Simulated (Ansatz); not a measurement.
Correlation energies of C$_{3}$H$_{6}$OSSi (`C=C=C(S)O[SiH3]`) by basis set

```xyz
12

C    -0.9288    1.7503   -0.5941
C    -0.1371    0.9729    0.0874
C     0.6601    0.1990    0.7745
S     1.7253    0.7372    2.0766
O     0.7951   -1.1394    0.5966
Si   -0.0632   -1.9890   -0.5526
H    -0.6011    2.2408   -1.5086
H    -1.9533    1.9407   -0.2803
H     1.3749    2.0294    1.9962
H     0.2492   -1.4809   -1.9108
H    -1.5200   -1.8770   -0.2964
H     0.3989   -3.3841   -0.3885
```

Total charge 0; spin multiplicity 1. The structure was optimised at the PBE0-D4/def2-TZVP level. It is one conformer, not always the lowest. Frozen core, restricted reference, Ansatz. CBS rows extrapolate triple and quadruple zeta; past MP2 they add the triple-zeta difference.

```tsv
basis	HF (Eh)	MP2 corr.
def2-TZVPP	-878.47937	-1.00178
def2-QZVPP	-878.50850	-1.07561
```

(1) Estimate the CCSD correlation energy and the (T) correction in each basis where they were run (hartree).

## Answers

(1) 
| basis | CCSD corr. | (T) |
| --- | --- | --- |
| def2-TZVPP | -1.05257 | -0.04919 |
| CBS(def2) | -1.18109 | as TZ |
